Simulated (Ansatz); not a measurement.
SbF3. Charge 0, multiplicity 1. Geometry B3LYP-D4/def2-TZVP, basis def2-TZVP, Ansatz.

```xyz
4

Sb   -0.489    0.398    0.403
F     0.754    1.235   -0.767
F    -1.063   -0.899   -0.865
F     0.797   -0.734    1.229
```

| run | HOMO (eV) | LUMO (eV) |
| --- | --- | --- |
| A | -12.03 | 0.12 |
| B | -11.14 | -0.98 |
| C | -12.09 | 0.33 |
| D | -8.79 | -2.24 |
| E | -12.40 | 0.44 |
| F | -9.82 | -1.70 |

In the def2 sets Sb takes a core potential; there is no spin–orbit coupling. LC-ωPBE has ω = 0.4 bohr⁻¹.

Problem. The runs used BHLYP, LC-ωPBE, PBE0, r2SCAN, ωB97M-V, ωB97X-V. Estimate which is which.

Solution. A ωB97M-V (range-separated); B BHLYP (50 % exact exchange); C ωB97X-V (range-separated); D r2SCAN (0 % exact exchange); E LC-ωPBE (range-separated); F PBE0 (25 % exact exchange). Exact exchange lowers occupied and raises empty levels; among semilocal functionals meta-GGAs tend to open the gap a little, and such runs are hard to tell apart. The gap grows from 6.55 eV (r2SCAN) to 12.84 eV (LC-ωPBE).
